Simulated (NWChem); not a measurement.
A series in which one site is exchanged, each optimised at PBE0/def2-SVP with NWChem, gas phase unless a solvent is named. All stand in one matching conformer (torsions within 35°), which need not be the lowest. Some are not confirmed as minima by frequencies. def2 effective core potentials on In; no spin-orbit coupling.

A: [F][In]([F])[AsH2] (InAsH2F2; site = In)
B: [F][Al]([F])[AsH2] (AlAsH₂F₂; site = Al)
C: FB(F)[AsH2] (BAsH2F2; site = B)
D: [Ga]([F])([AsH2])[F] (GaAsH$_{2}$F$_{2}$; site = Ga)

```
quantity                                                 A     B    C     D
----------------------------------------------------  ----  ----  ---  ----
dipole (D), PBE0/def2-SVP                             4.21  1.78  ___  3.17
orbital gap (eV), PBE0/def2-SVP                       6.23  7.16  ___  7.06
static polarisability, B3LYP/def2-SVPD (bohr³)        69.1  57.4  ___  60.1
lowest singlet excitation, B3LYP/def2-SVPD, TDA (eV)  5.37  5.74  ___  5.85
```

**Question.** Complete the blanks.

**Answer.** 
- dipole (D), PBE0/def2-SVP, C: 0.89
- orbital gap (eV), PBE0/def2-SVP, C: 7.46
- static polarisability, B3LYP/def2-SVPD (bohr³), C: 47.3
- lowest singlet excitation, B3LYP/def2-SVPD, TDA (eV), C: 6.13
